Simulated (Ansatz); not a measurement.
Ansatz (a first-principles code) input (HF/LANL2DZ): The .json file is the Basis Set Exchange's LANL2DZ.

Ansatz 0.2 input:
```yaml
crystal:
  periodic: [false, false, false]
  atoms:
    - {symbol: Zn, position_ang: [-0.00000000, -0.00000000, -1.26024438]}
    - {symbol: Br, position_ang: [0.00000000, 0.00000000, 1.08020947]}
basis:
  gaussian:
    orbitals: LANL2DZ.json
hamiltonian:
  xc: {name: HF}
magnetization: {spin_polarized: true, initial_magnetization: 1}
relax: {f_tol: 0.003, max_steps: 120}
```

Q: What final total energy does it give?

A: -76.48728 Eh.
